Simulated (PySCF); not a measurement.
Molecule: SMILES B/C=C/C=C, C4H7B.

Molfile (atoms numbered from 1):
```
C4H7B
     RDKit          3D

 12 11  0  0  0  0  0  0  0  0999 V2000
    2.5073   -0.0633   -0.3717 B   0  0  0  0  0  0  0  0  0  0  0  0
    1.0296   -0.0672   -0.7797 C   0  0  0  0  0  0  0  0  0  0  0  0
    0.0413    0.0081    0.1499 C   0  0  0  0  0  0  0  0  0  0  0  0
   -1.3792    0.0123   -0.1338 C   0  0  0  0  0  0  0  0  0  0  0  0
   -2.3205    0.0915    0.8201 C   0  0  0  0  0  0  0  0  0  0  0  0
    3.3984   -0.1282   -1.1878 H   0  0  0  0  0  0  0  0  0  0  0  0
    2.7905    0.0070    0.8050 H   0  0  0  0  0  0  0  0  0  0  0  0
    0.7212   -0.1310   -1.8317 H   0  0  0  0  0  0  0  0  0  0  0  0
    0.3236    0.0722    1.2092 H   0  0  0  0  0  0  0  0  0  0  0  0
   -1.6752   -0.0539   -1.1872 H   0  0  0  0  0  0  0  0  0  0  0  0
   -3.3857    0.0928    0.5771 H   0  0  0  0  0  0  0  0  0  0  0  0
   -2.0489    0.1584    1.8784 H   0  0  0  0  0  0  0  0  0  0  0  0
  1  2  1  0
  2  3  2  0
  3  4  1  0
  4  5  2  0
  1  6  1  0
  1  7  1  0
  2  8  1  0
  3  9  1  0
  4 10  1  0
  5 11  1  0
  5 12  1  0
M  END
```

Spin–spin couplings on one PBE0-D3(BJ)/def2-SVP geometry, PySCF, gas phase, non-relativistic, equivalent pairs averaged (spin–dipole term only in couplings to heteroatoms); isotopes 13C, 1H, 11B; functional B3LYP.

How do the couplings (Hz) change with the basis set? Times are CPU seconds on shared hosts with different chips, so compare them loosely. Far from the basis limit: 6-31G*, pcJ-0, def2-TZVP, cc-pVTZ.

Results:


```tsv
basis set	functions	1J(C5,H11)	1J(C5,H12)	1J(C4,H10)	1J(C3,H9)	1J(C2,H8)	1J(B1,H6)	1J(C4,C5)	core-s
6-31G*	84	170.5	169.0	162.1	160.9	149.9	144.9	86.1	5.8
pcJ-0	86	150.5	146.4	145.8	145.1	130.3	122.1	54.7	12
def2-TZVP	197	162.1	158.7	156.6	156.4	140.5	129.2	72.4	38
pcJ-1	205	171.3	167.2	163.1	162.4	148.0	134.8	74.1	12
cc-pVTZ	248	154.5	151.4	148.0	146.3	135.0	129.8	73.4	51
```

The Fermi-contact term samples the wavefunction at the nucleus, which is why sets with added tight s functions (names with J) are made for couplings.
